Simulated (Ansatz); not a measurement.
Consider the ligand exchange at the Si–S bond: `[SiH3]S[SiH2]S[SiH3]` + `O[SiH](F)F` → `F[SiH](F)O[SiH3]` + `[SiH3]S[SiH2]S`.

Isolated molecules relaxed with PBE0-D4/def2-TZVP in Ansatz; ΔE leaves out vibrations. CCSD(T)/CBS is the MP2 limit (def2-TZVPP, def2-QZVPP) plus CCSD(T) − MP2 in def2-TZVPP, frozen cores. Functionals use def2-TZVPP. One conformer a species, not always the lowest.

`[SiH3]S[SiH2]S[SiH3]`:

Z-matrix (Å, degrees):
```
Si
S 1 2.145
H 1 1.482 2 111.2
H 1 1.484 2 109.9 3 -121.9
H 1 1.483 2 105.8 3 119.0
Si 2 2.131 1 97.6 3 82.9
S 6 2.131 2 112.8 1 -53.0
H 6 1.482 2 111.4 1 64.9
H 6 1.482 2 105.1 1 -174.6
Si 7 2.145 6 97.6 2 -52.6
H 10 1.484 7 110.0 6 -38.5
H 10 1.483 7 105.8 6 -157.6
H 10 1.482 7 111.2 6 83.4
```

`O[SiH](F)F`:

Z-matrix (Å, degrees):
```
Si
F 1 1.584
F 1 1.584 2 105.5
O 1 1.614 2 111.2 3 -120.7
H 1 1.463 2 110.2 3 118.9
H 4 0.958 1 120.9 2 58.5
```

`F[SiH](F)O[SiH3]`:

Cartesian coordinates in Å:
```
F 2.125 0.072 1.187
Si 0.599 0.449 1.372
F 0.505 2.024 1.256
O -0.278 -0.239 0.225
Si -0.682 -0.519 -1.344
H 0.152 0.030 2.701
H -1.819 -1.469 -1.351
H 0.478 -1.105 -2.057
H -1.079 0.757 -1.988
```

`[SiH3]S[SiH2]S`:

```xyz
10

Si   -0.540    1.637    0.125
S     1.472    0.924    0.012
Si    1.035   -1.164    0.089
S    -0.369   -1.848   -1.369
H    -0.480    3.005    0.695
H    -1.179    1.675   -1.212
H    -1.337    0.752    1.017
H     2.318   -1.843   -0.201
H     0.515   -1.521    1.430
H    -1.435   -1.616   -0.586
```

```tsv
level	ΔE (kJ/mol)
r2SCAN	-31.7
MP2/def2-TZVPP	-30.6
SCS-MP2/def2-TZVPP	-39.8
CCSD(T)/def2-TZVPP	-36.2
```

**Question.** What does CCSD(T)/CBS give? (An estimate is asked.)

**Answer.** Ansatz gave: -33.1 kJ/mol. The listed levels differ from it by 1.4, 2.5, -6.7, -3.1 kJ/mol.

Largest T1 diagnostic among the species: 0.012.

In def2-TZVPP, CCSD(T) changes the Hartree–Fock value by +27.3 kJ/mol (the triples alone add +5.4 kJ/mol) and MP2 by +32.9 kJ/mol. The D4 term adds +11.2 kJ/mol with B3LYP and +6.1 kJ/mol with PBE0; it sums over pairs of atoms, weighted by their polarisabilities, and B3LYP, whose exchange is more repulsive, gets the larger term.

B3LYP here is the variant with VWN-RPA as its local correlation; programs differ in this.
